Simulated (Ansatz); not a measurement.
Reactions of `O[SiH](O)[GeH3]`.

Computed with Ansatz on PBE0-D4/def2-TZVP structures; ΔE is electronic, products minus reactants. CCSD(T)/CBS adds triple-zeta CCSD(T) − MP2 to the extrapolated MP2 energy (def2 sets, frozen cores). This one scheme is used for every species. Functionals use def2-TZVPP. For Br, Ga, Ge outer-core shells are correlated without core-valence functions, which leaves a few kJ/mol of doubt a bond. Scalar relativity is left out up to krypton. One conformer a species, not always the lowest.

| reaction | CCSD/CBS(def2) (kJ/mol) | PBE0-D4 (kJ/mol) | r2SCAN-D4 (kJ/mol) | CCSD(T)/CBS(def2) (kJ/mol) |
| --- | --- | --- | --- | --- |
| `O[SiH](O)[GeH3]` + `O[SiH](F)F` → `O[SiH](O)O[SiH](F)F` + GeH₄ | -142 | -125 | -135 | -138 |
| `O[SiH](O)[GeH3]` + `O[SiH](F)S` → `O[SiH](O)S[SiH](O)F` + GeH₄ | -79 | -81 | -84 | -81 |
| `O[SiH](O)[GeH3]` + `O[SiH3]` → `[SiH3][O][GeH3]` + `O[SiH2]O` | -36 | -20 | -27 | -33 |
| `O[SiH](O)[GeH3]` + `[NH2][GeH3]` → `O[SiH](O)[NH][GeH3]` + GeH₄ | -88 | -75 | -81 | -86 |
| `O[SiH](O)[GeH3]` + `[OH][AlH2]` → `O[SiH](O)[O][AlH2]` + GeH₄ | -146 | -129 | -138 | -142 |
| `O[SiH](O)[GeH3]` + `C#C[SiH](F)Cl` → `F[SiH](Cl)C#[C][GeH3]` + `O[SiH2]O` | -18 | -8 | -10 | -17 |
| `O[SiH](O)[GeH3]` + `C=C(N)O` → `C=C(N)[O][GeH3]` + `O[SiH2]O` | -21 | -5 | -11 | -21 |
| `O[SiH](O)[GeH3]` + `ClB1C[SiH2]1` → `ClB1C[SiH]1[GeH3]` + `O[SiH2]O` | -26 | -24 | -23 | -26 |
| `O[SiH](O)[GeH3]` + `FCN[SiH2][SiH3]` → `[SiH3][SiH2][NH][GeH3]` + `O[SiH](O)CF` | -27 | -8 | -12 | -24 |
| `O[SiH](O)[GeH3]` + `[OH][GaH][Br]` → `O[SiH2][GeH3]` + `[OH][Ga]([OH])[Br]` | 56 | 59 | 61 | 56 |

Largest T1 diagnostic: 0.013, for `ClB1C[SiH2]1`.
